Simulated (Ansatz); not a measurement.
Wavefunction ladder for `[SiH3]C#CC=S`

Cartesian coordinates in Å:
```
Si -1.1254 -0.9825 1.3530
C -0.0712 -0.0857 0.1643
C 0.6105 0.5070 -0.6477
C 1.4165 1.1960 -1.5691
S 1.0164 1.4687 -3.1139
H -2.4339 -0.2907 1.4402
H -1.3125 -2.3696 0.8636
H -0.4697 -0.9975 2.6824
H 2.3692 1.5545 -1.1730
```

The species carries charge 0 and has multiplicity 1. All single points use the PBE0-D4/def2-TZVP geometry. Frozen core, restricted reference, Ansatz 0.2.0. CBS rows extrapolate triple and quadruple zeta; past MP2 they add the triple-zeta difference.

| basis | HF (Eh) | MP2 corr. | CCSD corr. | (T) | CCSD(T) total |
| --- | --- | --- | --- | --- | --- |
| def2-SVP | ? | ? | ? | -0.02847 | ? |
| def2-TZVPP | -802.37897 | -0.74601 | -0.78575 | -0.04296 | -803.20768 |
| def2-QZVPP | -802.40372 | -0.79843 | – | – | – |
| CBS(def2) | -802.40713 | -0.83727 | ? | as TZ | ? |

Q: Fill in the withheld values. (An estimate is asked.)

A: Computed: def2-SVP HF (Eh): -802.00670; def2-SVP MP2 corr.: -0.60328; def2-SVP CCSD corr.: -0.64887; def2-SVP CCSD(T) total: -802.68404; CBS(def2) CCSD corr.: -0.87700; CBS(def2) CCSD(T) total: -803.32709.
